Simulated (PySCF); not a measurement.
# A PySCF run on ZnBr⁺

State: ¹Σ⁺ (singlet), closed shell.

An equivalent input (the run itself took its basis sets from the Basis Set Exchange, started from a PBE0 density and held the occupation σ 14α 14β, πx 7α 7β, πy 7α 7β, δx 2α 2β, δy 2α 2β):

```python
from pyscf import gto, scf, cc
mol = gto.M(atom='Zn 0 0 0; Br 0 0 2.198', basis={'Zn': 'def2-TZVPPD', 'Br': 'def2-TZVPPD'},
            charge=1, spin=0, verbose=4, symmetry='C2v')
mf = scf.RHF(mol)
mf.irrep_nelec = {'A1': 32, 'A2': 4, 'B1': 14, 'B2': 14}
mf.conv_tol = 1e-9
mf.max_cycle = 60
mf.diis_space = 10
mf.kernel()
mycc = cc.CCSD(mf, frozen=[0, 1, 2, 3, 4, 5, 6, 7, 8, 9, 10, 11, 12, 13])
mycc.run(conv_tol=1e-7, conv_tol_normt=1e-5, max_cycle=80, diis_space=8)
et = mycc.ccsd_t()
```

The SCF ended at -4349.96837823 hartree. The coupled-cluster part of the log:

```
******** <class 'pyscf.cc.ccsd.CCSD'> ********
CC2 = 0
CCSD nocc = 18, nmo = 110
frozen orbitals [0, 1, 2, 3, 4, 5, 6, 7, 8, 9, 10, 11, 12, 13]
max_cycle = 80
direct = 0
conv_tol = 1e-07
conv_tol_normt = 1e-05
diis_space = 8
diis_start_cycle = 0
diis_start_energy_diff = 1e+09
Init t2, MP2 energy = -4351.03262779092  E_corr(MP2) -1.06424956449495
Init E_corr(CCSD) = -1.06424956449796
cycle = 1  E_corr(CCSD) = -0.950227586876385  dE = 0.114021978  norm(t1,t2) = 0.0854976
cycle = 2  E_corr(CCSD) = -1.00155345075241  dE = -0.0513258639  norm(t1,t2) = 0.0396305
cycle = 3  E_corr(CCSD) = -0.991339018890755  dE = 0.0102144319  norm(t1,t2) = 0.02718
cycle = 4  E_corr(CCSD) = -0.990374157368272  dE = 0.000964861522  norm(t1,t2) = 0.00836743
cycle = 5  E_corr(CCSD) = -0.991897371361827  dE = -0.00152321399  norm(t1,t2) = 0.00285394
cycle = 6  E_corr(CCSD) = -0.991888455021411  dE = 8.91634042e-06  norm(t1,t2) = 0.00114537
cycle = 7  E_corr(CCSD) = -0.991641673485569  dE = 0.000246781536  norm(t1,t2) = 0.000503412
cycle = 8  E_corr(CCSD) = -0.991678097650563  dE = -3.6424165e-05  norm(t1,t2) = 0.000179758
cycle = 9  E_corr(CCSD) = -0.991718140673239  dE = -4.00430227e-05  norm(t1,t2) = 6.55039e-05
cycle = 10  E_corr(CCSD) = -0.991714081602716  dE = 4.05907052e-06  norm(t1,t2) = 2.06053e-05
cycle = 11  E_corr(CCSD) = -0.99171406726604  dE = 1.43366758e-08  norm(t1,t2) = 1.02138e-05
cycle = 12  E_corr(CCSD) = -0.991714279991207  dE = -2.12725166e-07  norm(t1,t2) = 4.29104e-06
cycle = 13  E_corr(CCSD) = -0.991713697171488  dE = 5.82819719e-07  norm(t1,t2) = 1.96442e-06
cycle = 14  E_corr(CCSD) = -0.991713869990805  dE = -1.72819317e-07  norm(t1,t2) = 6.73549e-07
cycle = 15  E_corr(CCSD) = -0.991713911654905  dE = -4.16641002e-08  norm(t1,t2) = 2.38641e-07
CCSD converged
E(CCSD) = -4350.960092138078  E_corr = -0.9917139116549052
CCSD(T) correction = -0.0249685133501324
```

T1 diagnostic 0.014, D1 0.069, 36 electrons correlated.

Repeating this along the bond gives Re = 2.201 Å and ωe = 337 cm⁻¹.

A point of this curve took 240 CPU seconds beside 1.7 for the integrals, on Arm Neoverse V2 (shared host).

Correlated steps freeze 14 core orbitals.
